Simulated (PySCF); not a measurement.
`CC1=CC[P@+](C)(P)C1`: 4 charge schemes on one density

C6H13P2 (charge +1).
Cartesian coordinates in Å at the PBE0-D3(BJ)/def2-SVP level; atoms count from 1:
```xyz
21
C6H13P2 angstrom
C      2.8496   -0.5890   -0.2865
C      1.4740   -0.1257    0.0469
C      1.1240    1.1295    0.3752
C     -0.3153    1.4109    0.7179
P     -1.1334   -0.0944    0.0835
C     -1.6979    0.1955   -1.6033
P     -2.7699   -0.9962    1.2292
C      0.3525   -1.1478    0.0529
H      3.1653   -1.3969    0.3933
H      3.5773    0.2295   -0.2128
H      2.8891   -0.9997   -1.3086
H      1.8523    1.9435    0.4239
H     -0.7278    2.3087    0.2294
H     -0.4867    1.5204    1.8031
H     -2.0535   -0.7467   -2.0451
H     -0.8536    0.5861   -2.1911
H     -2.5160    0.9307   -1.6067
H     -2.0777   -0.7885    2.4604
H     -3.4755    0.2445    1.2876
H      0.3958   -1.8024    0.9415
H      0.3508   -1.8038   -0.8326
```

Density: PBE0/pcSseg-1 (PySCF); schemes: Mulliken, IAO, Hirshfeld and ESP-fitted. One conformer (not necessarily the lowest) at the PBE0-D3(BJ)/def2-SVP geometry, without solvent, vibrations or thermal averaging.

What partial charge does each atom carry?

In e; atoms taken as equivalent share a row and are averaged (×n: the atom named and its like, n in all):

```csv
atom,environment,Mulliken,IAO,Hirshfeld,ESP-fitted
C1,allylic carbon,-0.133,-0.422,-0.100,-0.754
C2,fully substituted alkene carbon,-0.397,+0.025,+0.023,+0.188
C3,alkene CH carbon,-0.038,-0.176,-0.043,-0.167
C4,sp3 carbon bound to phosphorus,-0.310,-0.461,-0.086,-0.174
P5,phosphorus bonded to 3 C and P,+0.193,+0.977,+0.410,+0.225
C6,sp3 carbon bound to phosphorus,-0.398,-0.629,-0.125,-0.441
P7,three-coordinate phosphorus,+0.144,+0.096,+0.164,-0.047
C8,sp3 carbon bound to phosphorus,-0.291,-0.466,-0.089,-0.138
H9/H10/H11,methyl hydrogen,+0.151,+0.167,+0.064,+0.236
H12,vinylic hydrogen,+0.134,+0.179,+0.073,+0.168
H13,methylene hydrogen,+0.200,+0.184,+0.074,+0.156
H14,methylene hydrogen,+0.206,+0.184,+0.069,+0.113
H15/H16/H17,methyl hydrogen,+0.201,+0.194,+0.080,+0.197
H18/H19,P–H hydrogen,+0.115,+0.029,+0.028,+0.143
H20,methylene hydrogen,+0.209,+0.184,+0.070,+0.139
H21,methylene hydrogen,+0.197,+0.182,+0.073,+0.146
```

Mean size of the charges over all atoms: IAO 0.253 e, ESP-fitted 0.211 e, Mulliken 0.197 e, Hirshfeld 0.090 e. Each set sums to the total charge, 1, to within 0.001 e. The Hirshfeld scheme weights the molecular density at each point by an atom's share of the summed free-atom densities.

Lowest charge. The schemes don't all agree: Mulliken C6 (-0.398); IAO C6 (-0.629); Hirshfeld C6 (-0.125); ESP-fitted C1 (-0.754).

Highest charge. The schemes don't all agree: Mulliken H20 (+0.209); IAO P5 (+0.977); Hirshfeld P5 (+0.410); ESP-fitted H9/H10/H11 (+0.236).

How many electrons does the Mulliken scheme count on C2?

Z − q = 6 − (-0.397) = 6.397.

Sum the charges by element.

```json
{"element": "C", "atoms": "6", "Mulliken": "-1.568", "IAO": "-2.129", "Hirshfeld": "-0.420", "ESP-fitted": "-1.485"}
{"element": "P", "atoms": "2", "Mulliken": "+0.337", "IAO": "+1.073", "Hirshfeld": "+0.574", "ESP-fitted": "+0.179"}
{"element": "H", "atoms": "13", "Mulliken": "+2.231", "IAO": "+2.056", "Hirshfeld": "+0.847", "ESP-fitted": "+2.307"}
```

How closely do the schemes follow one another over all atoms?

Correlation coefficient and root-mean-square difference: IAO with Hirshfeld 0.95, 0.231 e; Mulliken with IAO 0.76, 0.221 e; IAO with ESP-fitted 0.75, 0.218 e; Mulliken with Hirshfeld 0.66, 0.161 e; Hirshfeld with ESP-fitted 0.63, 0.200 e; Mulliken with ESP-fitted 0.62, 0.203 e.

The run behind these numbers computed NMR shieldings as well. Time: 29 s wall (grids of density and orbitals included); peak memory 1.0 GiB. Hardware: one thread, AMD EPYC 9R45 (x86_64), shared host.
